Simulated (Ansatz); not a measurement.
Reaction (formal exchange of groups at a C–F bond): `FC#C[SeH]` + `C=C` → `C=CC#C[SeH]` + H–F

Program: Ansatz. Geometries: PBE0-D4/def2-TZVP. ΔE: electronic, gas phase. CCSD(T)/CBS adds triple-zeta CCSD(T) − MP2 to the extrapolated MP2 energy (def2 sets, frozen cores). This one scheme is used for every species. DFT in def2-TZVPP. For Se outer-core shells are correlated without core-valence functions, which leaves a few kJ/mol of doubt a bond. Scalar relativity is left out up to krypton. One conformer a species, not always the lowest.

Problem. Is it downhill or uphill in electronic energy at CCSD(T)/CBS, and by how much? (Estimate.)

Solution. Computed: Downhill: ΔE = -1.55 eV.

Problem. What do these levels give: PBE-D4, PBE0-D4, ωB97X-V, ωB97M-V, r2SCAN, PBE0, CCSD/def2-TZVPP, CCSD(T)/def2-TZVPP, HF/def2-QZVPP, MP2/def2-QZVPP, SCS-MP2/def2-QZVPP, CCSD/CBS(def2)? (Estimate.)

Solution. Ansatz gave: PBE-D4 -1.45, PBE0-D4 -1.46, ωB97X-V -1.32, ωB97M-V -1.35, r2SCAN -1.47, PBE0 -1.43, CCSD/def2-TZVPP -1.45, CCSD(T)/def2-TZVPP -1.49, HF/def2-QZVPP -1.29, MP2/def2-QZVPP -1.69, SCS-MP2/def2-QZVPP -1.57, CCSD/CBS(def2) -1.51 eV.

Largest T1 diagnostic among the species: 0.012.

In def2-TZVPP, CCSD(T) changes the Hartree–Fock value by −0.20 eV (the triples alone add −0.04 eV) and MP2 by −0.37 eV. The D4 term adds −0.07 eV with B3LYP and −0.04 eV with PBE0; it sums over pairs of atoms, weighted by their polarisabilities, and B3LYP, whose exchange is more repulsive, gets the larger term.

B3LYP here is the variant with VWN-RPA as its local correlation; programs differ in this.
